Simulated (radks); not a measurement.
Species: Kr. Configuration: [Kr].

Method: scalar-relativistic Kohn-Sham, LDA (Slater exchange, Perdew-Wang correlation), spin-unpolarised, spherical densities, point nucleus; hard spherical wall at 1.5 bohr; computed with a radial shooting solver on a logarithmic mesh with Libxc functionals.

Energy parts (eV):
total: -74895.471
kinetic: 80476.319
electron-nucleus: -188403.373
Hartree: 35732.551
exchange-correlation: -2700.968

Orbitals (lengths in bohr, moments of r in powers of bohr; <r^-3> diverges for s and p1/2):
orbital	occ.	eigenvalue (eV)	<r>	<r^-3>	<r^2>
1s	2	-13991.15	0.04155	-	0.002325
2s	2	-1735.841	0.1842	-	0.04003
2p	6	-1519.246	0.1608	1482	0.03165
3s	2	-160.9724	0.5445	-	0.3403
3p	6	-93.1449	0.5566	205.4	0.3602
3d	10	20.7985	0.5658	24.49	0.3814
4s	2	126.8366	0.9162	-	0.9362
4p	6	158.0098	0.9037	122.1	0.9248
4d	0	206.9311	0.8598	19.33	0.8685
5s	0	485.5829	0.8698	-	0.8970
5p	0	508.6072	0.8519	195.8	0.8724

The highest occupied level is 4p at 158.01 eV. Summed over all electrons, <r^2> = 14.35 bohr^2, which gives a Langevin (diamagnetic) susceptibility term of -11.4 x 10^-6 cm^3/mol.
